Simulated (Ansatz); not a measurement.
Ansatz (a first-principles code) input (CCSD(T)/aug-cc-pV(Q+d)Z):
A basis named .json is the Basis Set Exchange file of that set.

Ansatz 0.2 input:
```yaml
crystal:
  periodic: [false, false, false]
  atoms:
    - {symbol: C, position_ang: [-2.53663361, -0.33844094, 0.80914118]}
    - {symbol: Si, position_ang: [-0.92736647, 0.46299158, 0.17797199]}
    - {symbol: C, position_ang: [0.40200843, -0.74154687, -0.24798900]}
    - {symbol: Si, position_ang: [2.15348064, 0.16543647, -0.60434235]}
    - {symbol: H, position_ang: [-2.94886182, -1.02021930, 0.06002605]}
    - {symbol: H, position_ang: [-2.34621249, -0.91999542, 1.71539687]}
    - {symbol: H, position_ang: [-3.30039799, 0.40943187, 1.04279052]}
    - {symbol: H, position_ang: [-0.51755528, 1.41934950, 1.24837148]}
    - {symbol: H, position_ang: [-1.32416117, 1.29540773, -0.99635601]}
    - {symbol: H, position_ang: [0.10684723, -1.25849471, -1.16917996]}
    - {symbol: H, position_ang: [0.48555571, -1.49864195, 0.53877786]}
    - {symbol: H, position_ang: [2.51082664, 0.39055042, 0.87733554]}
    - {symbol: H, position_ang: [2.97611202, -1.13545412, -0.71489041]}
basis:
  gaussian:
    orbitals: aug-cc-pV_Q+d_Z.json
total_charge: -1
magnetization: {spin_polarized: false}
correlation: {method: ccsd_t, electrons: outside_noble_gas}
```

End of the output:

```
integrals: 41.89 GiB planned
4447 factors; integrals over basis functions are off by at most 6.5e-4 eV
14.89 GiB of device memory are held for the factors and their scratch space
mean field: 14.55 GiB planned
mean field evaluation 1: about -17926.3686 eV, gradient 2.8e1 eV
mean field evaluation 2: about -17926.4351 eV, gradient 2.8e1 eV
mean field evaluation 4: about -17929.3137 eV, gradient 3.8e0 eV
mean field evaluation 8: about -17929.3776 eV, gradient 2.7e-1 eV
mean field evaluation 16: about -17928.9061 eV, gradient 9.9e0 eV
mean field -17929.37839564 eV, -658.8925030704 hartree, gradient 7.0e-6 eV, S^2 0.000000; 0 other end points of the search recorded, 0 dependent functions left out
12 core orbitals not correlated
reference -17929.37839564 eV, -658.8925030704 hartree; 13, 13 occupied and 727, 727 virtual orbitals, 4447 factors
second order -18.42492141 eV of doubles, -0.00000000 eV of singles
coupled cluster: 68.00 GiB planned
cycle   1  -19.25922924 eV  change   -8.3e-1 eV  update   9.8e-2
cycle   2  -19.80734286 eV  change   -5.5e-1 eV  update   3.1e-2
cycle   3  -19.88310316 eV  change   -7.6e-2 eV  update   1.3e-2
cycle   4  -19.87461286 eV  change    8.5e-3 eV  update   4.0e-3
cycle   5  -19.87241060 eV  change    2.2e-3 eV  update   1.9e-3
cycle   6  -19.87246103 eV  change   -5.0e-5 eV  update   7.3e-4
cycle   7  -19.87231798 eV  change    1.4e-4 eV  update   3.6e-4
cycle   8  -19.87223518 eV  change    8.3e-5 eV  update   1.6e-4
cycle   9  -19.87226679 eV  change   -3.2e-5 eV  update   8.1e-5
cycle  10  -19.87231958 eV  change   -5.3e-5 eV  update   3.6e-5
cycle  11  -19.87229175 eV  change    2.8e-5 eV  update   1.7e-5
perturbative correction -0.84972501 eV, -0.0312268183 hartree
Total energy: -17950.10041239 eV, -659.6540231404 hartree
```

It need not be the lowest isomer of its formula. Whether it binds its extra electron was not tested at this geometry.
